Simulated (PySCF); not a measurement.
# Correlation energy of Os (osmium, neutral)

[Xe] 4f14 5d6 6s2, high-spin 5D determinant. All numbers are calculated (PySCF 2.14, scalar relativity through the core potential, in aug-cc-pVDZ-PP with ECP60MDF (5s5p4d2f, 54 functions)). Frozen: 5s2 5p6; 8 electrons correlated.

```json
{"level": "CCSD", "correlation energy (mhartree)": "-165.74"}
{"level": "(T)", "correlation energy (mhartree)": "-5.67"}
{"level": "CCSD(T)", "correlation energy (mhartree)": "-171.41"}
```

Diagnostics: T1 = 0.021, D1 = 0.0725, largest double amplitude 0.047.

Spin-orbit coupling, absent here, splits the open shell strongly.

Cost of the coupled-cluster step: about 4 core-seconds, for 8 correlated electrons.

Iterations:

```
CC2 = 0
CCSD nocc = (np.int64(6), np.int64(2)), nmo = (50, 50)
frozen orbitals [[0, 1, 2, 3], [0, 1, 2, 3]]
max_cycle = 100
direct = 0
conv_tol = 1e-08
conv_tol_normt = 1e-06
diis_space = 8
diis_start_cycle = 0
Init t2, MP2 energy = -0.156988978687176
Init E_corr(UCCSD) = -0.156988978688287
cycle = 1  E_corr(UCCSD) = -0.160770779210669  dE = -0.00378180052  norm(t1,t2) = 0.0645707
cycle = 2  E_corr(UCCSD) = -0.163834564324718  dE = -0.00306378511  norm(t1,t2) = 0.0248032
cycle = 3  E_corr(UCCSD) = -0.165692979652103  dE = -0.00185841533  norm(t1,t2) = 0.0119401
cycle = 4  E_corr(UCCSD) = -0.165712998316222  dE = -2.00186641e-05  norm(t1,t2) = 0.00198192
cycle = 5  E_corr(UCCSD) = -0.165725942925211  dE = -1.2944609e-05  norm(t1,t2) = 0.00107366
cycle = 6  E_corr(UCCSD) = -0.165739698552786  dE = -1.37556276e-05  norm(t1,t2) = 0.000429527
cycle = 7  E_corr(UCCSD) = -0.165740904972031  dE = -1.20641924e-06  norm(t1,t2) = 0.000193786
cycle = 8  E_corr(UCCSD) = -0.165739608788431  dE = 1.2961836e-06  norm(t1,t2) = 0.000118859
cycle = 9  E_corr(UCCSD) = -0.165739343829588  dE = 2.64958843e-07  norm(t1,t2) = 9.05193e-05
cycle = 10  E_corr(UCCSD) = -0.165739296006598  dE = 4.78229902e-08  norm(t1,t2) = 7.27954e-05
cycle = 11  E_corr(UCCSD) = -0.165739353148692  dE = -5.71420939e-08  norm(t1,t2) = 5.19332e-05
cycle = 12  E_corr(UCCSD) = -0.165739826979261  dE = -4.73830569e-07  norm(t1,t2) = 3.08446e-05
cycle = 13  E_corr(UCCSD) = -0.165740003016317  dE = -1.76037057e-07  norm(t1,t2) = 9.40827e-06
cycle = 14  E_corr(UCCSD) = -0.16573996910368  dE = 3.39126374e-08  norm(t1,t2) = 3.91313e-06
cycle = 15  E_corr(UCCSD) = -0.165739924990608  dE = 4.4113072e-08  norm(t1,t2) = 1.61788e-06
cycle = 16  E_corr(UCCSD) = -0.165739910015947  dE = 1.49746613e-08  norm(t1,t2) = 5.30422e-07
cycle = 17  E_corr(UCCSD) = -0.165739906918981  dE = 3.09696585e-09  norm(t1,t2) = 2.06889e-07
UCCSD converged
E(UCCSD) = -90.23242585233915  E_corr = -0.1657399069189807
UCCSD(T) correction = -0.00567241262734131
```
